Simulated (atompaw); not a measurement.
**Building the PAW (atompaw) potential for hydrogen (H) (LDA (PW92), scalar-relativistic).**

The input file (atompaw 4.2.0.5):

```
H 1
LDA-PW scalarrelativistic loggrid 1500 logderivrange -2 5 176
1 0 0 0 0 0
1 0 1
0 0 0
v
1
1.30 1.00 1.05 1.10
y
0.35
n
y
-0.1
n
custom polynom gramschmidtortho sinc
bessel
1.30
1.30
1.30
PWSCFOUT
UPFDX 0.0125d0 UPFXMIN -7.d0 UPFZMESH 1.d0
END
```

Command:

```bash
atompaw < H.input > H.log
```

The program printed (summary file):

```
Completed calculations for H (AE)

 Exchange-correlation type: LDA, Perdew-Wang correlation

 Radial integration grid is logarithmic
 r0 =   6.3033849E-03 h =   6.3033849E-03   n =      1500 rmax =   8.0000000E+01

 Scalar relativistic calculation

 AEatom converged in  17 iterations
   nz     =   1.00
   delta  =       2.661089460746E-17

 All Electron Orbital energies:
  n  l      occupancy      energy
  1  0      1.0000000E+00 -4.6691737E-01

 Total energy
   Total                    :       -0.89134401747791

 ---
 Completed calculations for H (SC)

 Exchange-correlation type: LDA, Perdew-Wang correlation

 Radial integration grid is logarithmic
 r0 =   6.3033849E-03 h =   6.3033849E-03   n =      1500 rmax =   8.0000000E+01

 Scalar relativistic calculation

 SCatom converged in   1 iterations
   nz     =   1.00
   delta  =       7.479048142894E-19

 Valence Electron Orbital energies:
  n  l      occupancy      energy
   1  0      1.0000000E+00 -4.6691737E-01

 Total energy
   Total                    :       -0.89134401747793
   Valence                  :       -0.89134401747793

 PAW parameters:
       lmax =            1
         rc =    1.2984252790323771
        irc =          847
   rc_shape =   0.99495033429180457
    rc_vloc =    1.0467353449525274
    rc_core =    1.0942396291155736
   Vloc: truncated form - Vps(r)=A.sin(qr)/r for r<rc
   Projector type: polynomial pseudization + Gram-Schmidt ortho.
   Sinc^2 compensation charge shape zeroed at   9.9495E-01

 Number of basis functions     3
 No.   n  nodes  l      Energy         Cp coeff         Occ
  1    1    0    0   -0.4669174E+00  0.1000000E+01  0.1000000E+01
  2  999    1    0    0.3500000E+00 -0.9736316E-03  0.0000000E+00
  3  999    0    1   -0.1000000E+00  0.1000000E+01  0.0000000E+00

 Eigenvalues of overlap operator (in the basis of projectors):
    1        1.74601674E-01
    2        6.19345987E+00
    3        1.26942894E+01

 Orbital leakage outside PAW augmentation regions
   orb  is_core?  %out_of_sphere
   1 0    F          57.70

 Summary of PAW energies
   Total valence energy     :     -0.89134654404361
   Smooth energy            :      1.11465275983603
   One center               :     -2.00599930387964
   Smooth kinetic           :      0.73256916744696
   Vloc energy              :      0.11150556353404
   Smooth exch-corr         :     -0.43608207910380
   One-center xc            :     -0.02888053085862
```

The run took about 0.54 s on one core of a shared server CPU.
